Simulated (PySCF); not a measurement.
# Radial density of Nb⁻ (niobium, charge -1)

UHF, [Kr] 4d4 5s2, high-spin 5D determinant. Calculation: PySCF 2.14, in aug-cc-pVTZ-PP with ECP28MDF; scalar relativity through the core potential. This is the valence pseudo-density: the core potential removes the inner electrons and smooths the orbitals near the nucleus.

```csv
r (bohr),4πr²ρ (e/bohr),4πr²(ρα − ρβ)
0.0366,1.702e-05,0.0000
0.0616,4.423e-05,0.0000
0.104,0.0001649,0.0000
0.174,0.001397,0.0003
0.293,0.02286,0.0046
0.493,0.6331,0.0741
0.829,6.734,0.7182
1.39,8.222,1.9934
2.35,2.193,1.5279
3.95,0.6172,0.4500
6.64,0.1693,-0.0407
11.2,0.07532,-0.0721
18.8,0.001357,-0.0013
```

Energies and moments cover only the electrons outside the core potential. ⟨S²⟩ = 6.49 against 6.00 shows spin contamination. At UHF the highest occupied level has a positive energy, so only the finite basis holds that electron.

(1) Where is the radial spin density 4πr²(ρα − ρβ) most negative, and why is it negative at all?

## Answers

(1) Around r = 11.2 bohr, down to -0.0721 e/bohr: exchange with the open shell polarises the paired shells in an unrestricted calculation.
